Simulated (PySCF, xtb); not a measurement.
Be(H)(SeH) (BeH2Se), SMILES [BeH][SeH].

GFN2-xTB (xtb) at its own geometry gives an orbital gap of 4.17 eV and a dipole moment of 2.73 D.

The structure is a stationary point at PBE0-D3(BJ)/def2-TZVP.

Q: What does r2SCAN/def2-TZVPD in PySCF give? (An estimate is asked for; the answer gives what the named calculation found.)

A: gap 5.12 eV (levels -6.57 and -1.45 eV), dipole 0.48 D.
